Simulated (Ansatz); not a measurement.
`C1C2CC3CC1CC(C2)C3` at its PBE0-D4/def2-TZVP geometry, where that method's forces vanish. The species carries charge 0 and has multiplicity 1.

```json
{"atom": "C1", "x (Å)": "1.6521", "y (Å)": "0.6171", "z (Å)": "-0.0298"}
{"atom": "C2", "x (Å)": "1.2406", "y (Å)": "-0.8130", "z (Å)": "-0.3796"}
{"atom": "C3", "x (Å)": "0.2655", "y (Å)": "-0.7859", "z (Å)": "-1.5568"}
{"atom": "C4", "x (Å)": "-0.9745", "y (Å)": "0.0254", "z (Å)": "-1.1807"}
{"atom": "C5", "x (Å)": "-0.5579", "y (Å)": "1.4537", "z (Å)": "-0.8289"}
{"atom": "C6", "x (Å)": "0.4154", "y (Å)": "1.4316", "z (Å)": "0.3499"}
{"atom": "C7", "x (Å)": "-0.2655", "y (Å)": "0.7858", "z (Å)": "1.5567"}
{"atom": "C8", "x (Å)": "-0.6815", "y (Å)": "-0.6439", "z (Å)": "1.2105"}
{"atom": "C9", "x (Å)": "0.5579", "y (Å)": "-1.4536", "z (Å)": "0.8290"}
{"atom": "C10", "x (Å)": "-1.6522", "y (Å)": "-0.6171", "z (Å)": "0.0297"}
{"atom": "H11", "x (Å)": "2.3660", "y (Å)": "0.6094", "z (Å)": "0.8017"}
{"atom": "H12", "x (Å)": "2.1592", "y (Å)": "1.0810", "z (Å)": "-0.8835"}
{"atom": "H13", "x (Å)": "2.1280", "y (Å)": "-1.3947", "z (Å)": "-0.6511"}
{"atom": "H14", "x (Å)": "0.7502", "y (Å)": "-0.3449", "z (Å)": "-2.4353"}
{"atom": "H15", "x (Å)": "-0.0229", "y (Å)": "-1.8076", "z (Å)": "-1.8286"}
{"atom": "H16", "x (Å)": "-1.6715", "y (Å)": "0.0436", "z (Å)": "-2.0253"}
{"atom": "H17", "x (Å)": "-1.4414", "y (Å)": "2.0502", "z (Å)": "-0.5747"}
{"atom": "H18", "x (Å)": "-0.0868", "y (Å)": "1.9314", "z (Å)": "-1.6955"}
{"atom": "H19", "x (Å)": "0.7125", "y (Å)": "2.4556", "z (Å)": "0.6001"}
{"atom": "H20", "x (Å)": "0.4171", "y (Å)": "0.7806", "z (Å)": "2.4142"}
{"atom": "H21", "x (Å)": "-1.1441", "y (Å)": "1.3717", "z (Å)": "1.8498"}
{"atom": "H22", "x (Å)": "-1.1690", "y (Å)": "-1.1045", "z (Å)": "2.0763"}
{"atom": "H23", "x (Å)": "1.2538", "y (Å)": "-1.4952", "z (Å)": "1.6746"}
{"atom": "H24", "x (Å)": "0.2743", "y (Å)": "-2.4863", "z (Å)": "0.5960"}
{"atom": "H25", "x (Å)": "-2.5535", "y (Å)": "-0.0542", "z (Å)": "0.2977"}
{"atom": "H26", "x (Å)": "-1.9718", "y (Å)": "-1.6361", "z (Å)": "-0.2163"}
```

For each bond, give half the difference of the two atoms' forces along it (eV/Å; positive pushes the atoms apart) under PBE-D4, r2SCAN-D4, B3LYP-D4, ωB97M-V in def2-TZVPP. (An estimate is asked.)

Ansatz gave: 
```tsv
bond	length (Å)	PBE-D4	r2SCAN-D4	B3LYP-D4	ωB97M-V
C1–C6	1.529	0.03	0.08	0.14	0.09
C1–H12	1.096	0.09	-0.05	-0.13	-0.09
C2–C9	1.529	0.03	0.08	0.14	0.09
C2–H13	1.095	0.08	-0.07	-0.17	-0.14
C3–H15	1.096	0.09	-0.05	-0.13	-0.09
C5–C6	1.529	0.03	0.08	0.14	0.09
C5–H18	1.096	0.09	-0.05	-0.13	-0.09
C6–C7	1.529	0.03	0.08	0.14	0.09
C6–H19	1.095	0.08	-0.07	-0.17	-0.14
C7–H20	1.096	0.09	-0.05	-0.13	-0.09
C7–H21	1.096	0.09	-0.05	-0.13	-0.09
C8–C9	1.529	0.03	0.08	0.14	0.09
C8–C10	1.529	0.03	0.08	0.14	0.09
C9–H23	1.096	0.09	-0.05	-0.13	-0.09
```

B3LYP here is the variant with VWN-RPA as its local correlation; programs differ in this.
